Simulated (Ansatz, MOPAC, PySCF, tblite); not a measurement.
Bond stretch in BrLi, singlet.

Levels: PM7, restricted, heats of formation (MOPAC); GFN2-xTB, 300 K electronic temperature (tblite); RKS-B3LYP/6-31G* = restricted B3LYP/6-31G*, spherical d in PySCF; FCI = full CI/cc-pVDZ, cores with 3d frozen (Ansatz, a quantum-chemistry and plane-wave program).

Energies relative to the lowest point of each curve between 1.80 and 2.78 Å, where full CI is lowest, in kcal/mol; the last columns give the difference from FCI:

```tsv
R / Å	PM7	GFN2-xTB	RKS-B3LYP/6-31G*	FCI	PM7 − FCI	GFN2-xTB − FCI	RKS-B3LYP/6-31G* − FCI
1.80	23.3	31.5	22.7	27.3	-3.9	4.2	-4.6
1.95	8.7	9.1	7.1	9.5	-0.8	-0.4	-2.4
2.08	2.4	1.6	1.3	2.4	0.0	-0.8	-1.1
2.17	0.5	0.0	0.0	0.4	0.1	-0.4	-0.4
2.24	0.0	0.1	0.0	0.0	0.0	0.1	0.0
2.38	1.0	2.4	2.1	1.5	-0.4	0.9	0.6
2.42	1.7	3.3	3.0	2.3	-0.6	1.0	0.7
2.50	3.4	5.6	5.2	4.4	-0.9	1.2	0.8
2.59	5.8	8.4	8.1	7.2	-1.4	1.2	0.9
2.69	8.8	11.7	11.5	10.7	-1.9	1.0	0.8
2.78	11.7	14.7	14.8	14.1	-2.4	0.6	0.7
2.94	17.1	20.1	20.8	20.5	-3.4	-0.5	0.3
3.13	23.5	26.0	27.9	28.2	-4.7	-2.2	-0.4
3.34	30.1	32.4	35.3	36.5	-6.3	-4.1	-1.2
3.62	38.0	40.2	44.2	46.7	-8.7	-6.5	-2.5
4.00	46.7	49.1	54.5	58.9	-12.2	-9.8	-4.4
4.40	53.8	56.2	63.0	69.6	-15.7	-13.3	-6.5
4.93	61.1	—	71.4	80.6	-19.5	—	-9.2
5.47	66.9	—	77.3	88.0	-21.1	—	-10.8
6.19	73.2	—	82.5	91.5	-18.3	—	-9.1
7.26	80.9	—	87.0	92.1	-11.2	—	-5.0
8.51	87.6	—	90.0	92.1	-4.5	—	-2.1
```

PM7 is furthest from FCI at 5.47 (-21.1 kcal/mol, below); its mean absolute difference over the points is 6.3 kcal/mol.

GFN2-xTB is furthest from FCI at 4.40 (-13.3 kcal/mol, below); its mean absolute difference over the points is 2.8 kcal/mol.

RKS-B3LYP/6-31G* is furthest from FCI at 5.47 (-10.8 kcal/mol, below); its mean absolute difference over the points is 2.9 kcal/mol.

A dash means that the run gave no value there, or that the column was ended at a point which the program doubted or which failed a test of continuity chosen for this set; such a test can also cut sound points.

The restricted form behind PM7, RKS-B3LYP/6-31G* keeps the bonding electrons paired and can't separate into open-shell fragments.
